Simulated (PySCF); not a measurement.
CH₇NSi₃, SMILES C1=N[Si@H]([SiH3])[SiH2]1.

Geometry optimised at PBE-D3(BJ)/def2-SVP. The structure was generated by enumeration; whether it is a known compound was not checked.

Method: PBE-D3(BJ)/def2-SVP (PySCF 2.14.0).

Frequencies are harmonic and unscaled.

Question: Estimate the vibrational spectrum. (An estimate is asked for; the answer gives what the named calculation found.)

Answer: 
```tsv
mode	ν (cm⁻¹)	IR (km/mol)	moving atoms (share of kinetic energy)
1	70	0.1	Si 52 %, C 24 %, H 21 %
2	91	0.3	H 72 %, Si 23 %
3	100	0.2	H 51 %, Si 35 %
4	200	14.0	H 44 %, N 41 %, Si 10 %
5	344	3.1	Si 73 %, H 19 %
6	396	13.5	H 78 %, Si 13 %
7	413	5.2	Si 60 %, H 20 %, C 10 %, N 9 %
8	454	8.3	Si 52 %, H 24 %, N 16 %
9	484	9.7	H 76 %, Si 23 %
10	523	9.3	H 54 %, Si 36 %
11	554	8.7	H 87 %
12	591	27.9	H 75 %, C 15 %, Si 9 %
13	644	15.3	H 46 %, N 25 %, Si 24 %
14	676	101.9	H 56 %, N 24 %, Si 11 %, C 9 %
15	727	48.1	H 54 %, N 19 %, Si 14 %, C 13 %
16	744	108.8	H 52 %, Si 24 %, C 20 %
17	824	220.5	H 87 %, Si 10 %
18	872	18.5	H 75 %, C 22 %
19	896	77.7	H 92 %
20	897	19.5	H 97 %
21	901	36.4	H 97 %
22	1243	8.0	H 81 %, C 12 %
23	1539	38.7	C 53 %, N 46 %
24	2121	113.7	H 98 %
25	2137	15.5	H 96 %
26	2144	137.1	H 96 %
27	2149	54.2	H 99 %
28	2165	73.5	H 96 %
29	2170	87.5	H 96 %
30	2936	68.2	H 92 %, C 8 %
```
